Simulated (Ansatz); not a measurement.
Ansatz (an electronic-structure program) input file for Al(AsH2)(OH)2 (AlAsH4O2), SMILES [OH][Al]([OH])[AsH2], PBE-D3(BJ)/def2-SVP. 

Ansatz 0.2 input:
```yaml
crystal:
  periodic: [false, false, false]
  atoms:
    - {symbol: Al, position_ang: [-1.03133719, -0.01368644, 0.00000000]}
    - {symbol: As, position_ang: [1.37418173, 0.06254551, -0.00000000]}
    - {symbol: H, position_ang: [1.42036395, -0.98851063, 1.10472585]}
    - {symbol: H, position_ang: [1.42036395, -0.98851062, -1.10472585]}
    - {symbol: O, position_ang: [-1.82799692, 0.00265581, -1.50231064]}
    - {symbol: H, position_ang: [-2.76669538, 0.02422501, -1.68947793]}
    - {symbol: O, position_ang: [-1.82799692, 0.00265581, 1.50231064]}
    - {symbol: H, position_ang: [-2.76669538, 0.02422500, 1.68947793]}
basis:
  gaussian:
    orbitals: def2-SVP
hamiltonian:
  xc: pbe
  dispersion: d3bj
relax: {f_tol: 0.002, max_steps: 200}
```

Log of the run:

```
WARN ansatz: RAYON_NUM_THREADS=1 ignored (pool sized by the plan → 1); use --threads N
Functional definition: PBE
integrals: 0.04 GiB planned
1074 factors; their error is unknown
mean field: 0.24 GiB planned
mean field evaluation 1: about -71558.3895 eV, gradient 8.3e1 eV
mean field evaluation 2: about -71486.2966 eV, gradient 1.9e2 eV
mean field evaluation 4: about -71570.2405 eV, gradient 1.1e1 eV
mean field evaluation 8: about -71570.6504 eV, gradient 1.4e-1 eV
mean field evaluation 16: about -71570.5890 eV, gradient 1.7e-4 eV
mean field -71570.58895762 eV, -2630.1706319049 hartree, gradient 9.7e-6 eV, S^2 0.000000; 0 other end points of the search recorded, 0 dependent functions left out
the calculation of the forces begins
reference -71570.58899422 eV, -2630.1706332500 hartree; 33, 33 occupied and 65, 65 virtual orbitals, 1074 factors
relax step   1: F+E_penalty+E_count = -71570.73276331 eV  Δ(F+E_penalty+E_count) = +0.000e0 eV  max|allowed force component| = 5.473e-1 eV/Å  Δτ_max = 0.0000 Å  (30 SCF iters, accepted)
these checks for a lower state are left out or cut short: starts, cluster_reference, orbital_swaps, neighbouring_geometries, increment
integrals: 0.04 GiB planned
1074 factors; their error is unknown
mean field: 0.24 GiB planned
mean field -71570.60522232 eV, -2630.1712296216 hartree, gradient 9.6e-6 eV, S^2 0.000000; 0 other end points of the search recorded, 0 dependent functions left out
the calculation of the forces begins
reference -71570.60525907 eV, -2630.1712309723 hartree; 33, 33 occupied and 65, 65 virtual orbitals, 1074 factors
relax step   2: F+E_penalty+E_count = -71570.74853648 eV  Δ(F+E_penalty+E_count) = -1.577e-2 eV  max|allowed force component| = 2.352e-1 eV/Å  Δτ_max = 0.0233 Å  (30 SCF iters, accepted)
these checks for a lower state are left out or cut short: starts, cluster_reference, orbital_swaps, neighbouring_geometries, increment
integrals: 0.04 GiB planned
1074 factors; their error is unknown
mean field: 0.24 GiB planned
mean field evaluation 32: about -71570.6089 eV, gradient 2.0e-4 eV
mean field -71570.60891445 eV, -2630.1713653048 hartree, gradient 9.8e-6 eV, S^2 0.000000; 0 other end points of the search recorded, 0 dependent functions left out
the calculation of the forces begins
reference -71570.60895126 eV, -2630.1713666576 hartree; 33, 33 occupied and 65, 65 virtual orbitals, 1074 factors
relax step   3: F+E_penalty+E_count = -71570.75185499 eV  Δ(F+E_penalty+E_count) = -3.319e-3 eV  max|allowed force component| = 1.087e-1 eV/Å  Δτ_max = 0.0268 Å  (30 SCF iters, accepted)
these checks for a lower state are left out or cut short: starts, cluster_reference, orbital_swaps, neighbouring_geometries, increment
integrals: 0.04 GiB planned
1074 factors; their error is unknown
mean field: 0.24 GiB planned
mean field -71570.60969481 eV, -2630.1713939828 hartree, gradient 1.0e-5 eV, S^2 0.000000; 0 other end points of the search recorded, 0 dependent functions left out
the calculation of the forces begins
reference -71570.60973161 eV, -2630.1713953351 hartree; 33, 33 occupied and 65, 65 virtual orbitals, 1074 factors
relax step   4: F+E_penalty+E_count = -71570.75270100 eV  Δ(F+E_penalty+E_count) = -8.460e-4 eV  max|allowed force component| = 6.727e-2 eV/Å  Δτ_max = 0.0077 Å  (31 SCF iters, accepted)
these checks for a lower state are left out or cut short: starts, cluster_reference, orbital_swaps, neighbouring_geometries, increment
integrals: 0.04 GiB planned
1074 factors; their error is unknown
mean field: 0.24 GiB planned
mean field -71570.61036559 eV, -2630.1714186334 hartree, gradient 1.0e-5 eV, S^2 0.000000; 0 other end points of the search recorded, 0 dependent functions left out
the calculation of the forces begins
reference -71570.61040237 eV, -2630.1714199850 hartree; 33, 33 occupied and 65, 65 virtual orbitals, 1074 factors
relax step   5: F+E_penalty+E_count = -71570.75337179 eV  Δ(F+E_penalty+E_count) = -6.708e-4 eV  max|allowed force component| = 5.377e-2 eV/Å  Δτ_max = 0.0153 Å  (30 SCF iters, accepted)
these checks for a lower state are left out or cut short: starts, cluster_reference, orbital_swaps, neighbouring_geometries, increment
integrals: 0.04 GiB planned
1074 factors; their error is unknown
mean field: 0.24 GiB planned
mean field -71570.61154278 eV, -2630.1714618944 hartree, gradient 1.0e-5 eV, S^2 0.000000; 0 other end points of the search recorded, 0 dependent functions left out
the calculation of the forces begins
reference -71570.61157954 eV, -2630.1714632451 hartree; 33, 33 occupied and 65, 65 virtual orbitals, 1074 factors
relax step   6: F+E_penalty+E_count = -71570.75476502 eV  Δ(F+E_penalty+E_count) = -1.393e-3 eV  max|allowed force component| = 4.932e-2 eV/Å  Δτ_max = 0.0265 Å  (30 SCF iters, accepted)
these checks for a lower state are left out or cut short: starts, cluster_reference, orbital_swaps, neighbouring_geometries, increment
integrals: 0.04 GiB planned
1074 factors; their error is unknown
mean field: 0.24 GiB planned
mean field evaluation 64: about -71570.6117 eV, gradient 2.0e-4 eV
mean field -71570.61166361 eV, -2630.1714663345 hartree, gradient 9.9e-6 eV, S^2 0.000000; 0 other end points of the search recorded, 0 dependent functions left out
the calculation of the forces begins
reference -71570.61170037 eV, -2630.1714676855 hartree; 33, 33 occupied and 65, 65 virtual orbitals, 1074 factors
relax step   7: F+E_penalty+E_count = -71570.75496918 eV  Δ(F+E_penalty+E_count) = -2.042e-4 eV  max|allowed force component| = 1.418e-2 eV/Å  Δτ_max = 0.0052 Å  (31 SCF iters, accepted)
these checks for a lower state are left out or cut short: starts, cluster_reference, orbital_swaps, neighbouring_geometries, increment
integrals: 0.04 GiB planned
1074 factors; their error is unknown
mean field: 0.24 GiB planned
mean field -71570.61161697 eV, -2630.1714646207 hartree, gradient 7.8e-6 eV, S^2 0.000000; 0 other end points of the search recorded, 0 dependent functions left out
the calculation of the forces begins
reference -71570.61165372 eV, -2630.1714659714 hartree; 33, 33 occupied and 65, 65 virtual orbitals, 1074 factors
relax step   8: F+E_penalty+E_count = -71570.75496627 eV  Δ(F+E_penalty+E_count) = +2.915e-6 eV  max|allowed force component| = 7.310e-3 eV/Å  Δτ_max = 0.0027 Å  (25 SCF iters, rejected (line search))
these checks for a lower state are left out or cut short: starts, cluster_reference, orbital_swaps, neighbouring_geometries, increment
integrals: 0.04 GiB planned
1074 factors; their error is unknown
mean field: 0.24 GiB planned
mean field -71570.61164383 eV, -2630.1714656078 hartree, gradient 7.5e-5 eV, S^2 0.000000; 0 other end points of the search recorded, 0 dependent functions left out
the calculation of the forces begins
reference -71570.61168059 eV, -2630.1714669586 hartree; 33, 33 occupied and 65, 65 virtual orbitals, 1074 factors
relax step   9: F+E_penalty+E_count = -71570.75497834 eV  Δ(F+E_penalty+E_count) = -9.160e-6 eV  max|allowed force component| = 3.444e-4 eV/Å  Δτ_max = 0.0010 Å  (21 SCF iters, accepted)
integrals: 0.04 GiB planned
1074 factors; their error is unknown
mean field: 0.24 GiB planned
mean field evaluation 96: about -71570.6116 eV, gradient 8.5e-4 eV
mean field -71570.61164383 eV, -2630.1714656078 hartree, gradient 7.5e-5 eV, S^2 0.000000; 1 other end points of the search recorded, 0 dependent functions left out
the calculation of the forces begins
reference -71570.61168059 eV, -2630.1714669586 hartree; 33, 33 occupied and 65, 65 virtual orbitals, 1074 factors
Total energy: -71570.75501510 eV, -2630.1767344048 hartree
Atom 0 at    -1.026499    -0.011587     0.000000 Å, force     0.000074     0.000299     0.000000 eV/Å
Atom 1 at     1.395970     0.078001    -0.000000 Å, force     0.000344     0.000127     0.000000 eV/Å
Atom 2 at     1.413333    -0.994813     1.106684 Å, force    -0.000128    -0.000033     0.000202 eV/Å
Atom 3 at     1.413333    -0.994813    -1.106684 Å, force    -0.000128    -0.000033    -0.000202 eV/Å
Atom 4 at    -1.820991     0.004231    -1.524744 Å, force    -0.000018    -0.000262    -0.000040 eV/Å
Atom 5 at    -2.779984     0.020175    -1.665205 Å, force    -0.000064     0.000082     0.000125 eV/Å
Atom 6 at    -1.820991     0.004231     1.524744 Å, force    -0.000018    -0.000262     0.000040 eV/Å
Atom 7 at    -2.779984     0.020175     1.665205 Å, force    -0.000064     0.000082    -0.000125 eV/Å
Dipole moment:    -0.577676    -0.066660    -0.000000 e Å
```

The calculation finished and met its thresholds.

Cost: very roughly 30 core-seconds.
